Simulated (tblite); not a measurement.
Question: Write Cartesian coordinates for InChI=1S/C4H2FOS/c5-3-1-6-2-4(3)7/h2,7H as optimised with GFN2-xTB. (Doublet state.)

Answer: 
```xyz
9
C4H2FOS angstrom
F      0.5929    2.0855   -0.5424
C     -0.1729    1.0208   -0.3113
C     -1.5119    0.8772   -0.4413
O     -1.8863   -0.3615   -0.1430
C     -0.8100   -1.0295    0.3044
C      0.3016   -0.2314    0.2102
S      1.9192   -0.5832    0.7581
H     -0.9355   -2.0343    0.6532
H      2.5166    0.2624   -0.0858
```

Orientation and origin are arbitrary. Atoms count from 1 in this order. C2 (carbon bonded to 2 C and F) is planar (angles 129.6°, 124.7° and 105.6°, sum 359.9°, 0.02 Å off the plane of its three neighbours). C3 (carbon bonded to C and O) is bent (angle 110.9°). The 3 C–C bonds span 1.353 Å (C2–C3, aromatic) to 1.437 Å (C2–C6, aromatic), a spread of 0.084 Å. The 5-membered ring C2–C3–O4–C5–C6 has internal angles of 105.3° to 110.9° (sum 540°, against 540° for a flat polygon); it is almost planar, 0.02 Å rms from its mean plane, widest ring torsion 5°.

Bonds between heavy atoms (Å): F1–C2 1.332, C2–C3 1.353, C3–O4 1.328, O4–C5 1.343, C5–C6 1.372, C6–S7 1.744, C2–C6 1.437.

The geometry is computed with GFN2-xTB (gas phase). This method treats the open shell by occupation alone, without spin polarisation.

Its GFN2-xTB frequencies are all real (lowest 171 cm⁻¹). Torsions: C5–C6–S7–H 156°.

One conformer stands for the species.
